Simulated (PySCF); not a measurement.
Calculated properties of `CN(C)C(=O)CCF`

Species: C5H10FNO.
Bonds: C1–N2, N2–C3, N2–C4, C4–O5 (double), C4–C6, C6–C7, C7–F8. Hydrogens: H9, H10, H11 on C1; H12, H13, H14 on C3; H15, H16 on C6; H17, H18 on C7.

Among its groups: amide and C–F bond.

**GFN2-xTB geometry**

```
Rotational constants A, B, C of the GFN2-xTB geometry : 4.342, 1.046, 0.862 GHz
```

CAM-B3LYP/def2-SVPD ground state and vertical TDDFT (core frozen in the response) (PySCF):

```
Dipole moment                                                     : 4.28 D
HOMO energy                                                       : -8.56 eV
LUMO energy                                                       : 0.90 eV
HOMO–LUMO gap                                                     : 9.46 eV
Lowest singlet excitation                                         : 5.89 eV (210 nm, f = 0.001)
Strongest line among the 8 lowest singlet transitions             : S3 at 7.09 eV (175 nm, f = 0.198)
Lowest triplet excitation (Tamm–Dancoff)                          : 5.19 eV
Static isotropic polarisability                                   : 73.1 au
Electronic spatial extent ⟨r²⟩ about the centre of nuclear charge : 1289 bohr²
```

Monoisotopic mass (most abundant isotopes): 119.0746 u.

The polarisability is 10.83 Å³ as a volume (1 au = 0.148185 Å³), or 1.14 au for each of the 64 electrons. The rotational constants make it an asymmetric top with κ = (2B − A − C)/(A − C) = -0.89, nearer the prolate limit (−1). The largest Löwdin shares of the HOMO are 0.43 on N2, 0.24 on O5, 0.07 on C4 and 0.06 on C3. No computed singlet falls in the visible range (750 to 380 nm, 1.65 to 3.26 eV); S1 lies 2.63 eV above its blue end. The dipole matches unit charges of opposite sign 0.89 Å apart (1 e·Å = 4.8032 D). The principal polarisabilities are 57.2, 74.5 and 87.5 au; their mean is the isotropic value. The vertical singlet–triplet gap S1 − T1 is 0.70 eV (TDDFT singlet less Tamm–Dancoff triplet).

One conformer (not necessarily the lowest) at the GFN2-xTB geometry, without solvent, vibrations or thermal averaging.

Shape of the structure used: `[CH3:1][N:2]([CH3:3])[C:4](=[O:5])[CH2:6][CH2:7][F:8]`: C1–N2–C4–O5 -3°, N2–C4–C6–C7 -176°, C4–C6–C7–F8 180°.
